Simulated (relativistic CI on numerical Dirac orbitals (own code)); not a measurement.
# In³⁺: q coefficients and field-shift factors

Calculated at this level of theory: Dirac-Coulomb-Breit CI, KLI orbitals optimised for each configuration, valence Slater integrals scaled by 0.85, P86 correlation energy added to each configuration, derivatives by finite differences, QED left out (own radial code, finite nucleus).

CI space (outside the closed core [Kr]): 4d¹⁰, 4d⁹5s, 4d⁹4f, 4d⁹5p, 4d⁹5d. Double excitations out of closed p, d and f shells are left out; levels of such configurations are missing from the list, as are those of other unlisted configurations, and high levels can miss mixing partners.

With x = (α/α₀)² − 1 an excitation energy changes as ω = ω₀ + qx; K = 2q/ω₀ is the relative enhancement. Terms are leading LS components, so labels can repeat. The field-shift factor is F = δν/δ⟨r²⟩ for the transition from the lowest level.

Lowest level 4d¹⁰ ¹S0.

| Level | ω₀ (cm⁻¹) | q (cm⁻¹) | K | F (GHz/fm²) |
| --- | --- | --- | --- | --- |
| 4d⁹5s ³D3 | 133361.5 | -21240 | -0.318 | 13 |
| 4d⁹5s ³D2 | 135643.8 | -20080 | -0.296 | 12.9 |
| 4d⁹5s ³D1 | 140237.1 | -14540 | -0.207 | 13.1 |
| 4d⁹5s ¹D2 | 143497.1 | -14860 | -0.207 | 12.6 |
| 4d⁹5p ³P°2 | 197255.2 | -14850 | -0.151 | 2.35 |
| 4d⁹5p ³F°3 | 200185.1 | -15680 | -0.157 | 2.36 |
| 4d⁹5p ³P°1 | 203443.7 | -8499 | -0.0835 | 2.31 |
| 4d⁹5p ³F°4 | 203870.2 | -10220 | -0.1 | 2.23 |
| 4d⁹5p ³F°2 | 205194.6 | -9981 | -0.0973 | 2.41 |
| 4d⁹5p ³P°0 | 207524.8 | -3503 | -0.0338 | 2.33 |
| 4d⁹5p ¹D°2 | 208815.0 | -10560 | -0.101 | 2.31 |
| 4d⁹5p ³D°3 | 209022.0 | -9933 | -0.095 | 2.24 |
| 4d⁹5p ¹P°1 | 212356.9 | -8918 | -0.084 | 2.36 |

For a near-neutral ion this model can misplace configurations by up to about 10,000 cm⁻¹ (more where the count of f electrons changes) and terms by 10 to 25 % of their spread. Rates follow the energies as ν³ (E1, M1) or ν⁵ (E2), so they and the lifetimes can be off by large factors. The fine structure of a lone outer electron comes out too small, for d and f at times inverted, and misplaced configurations move strength between like terms.
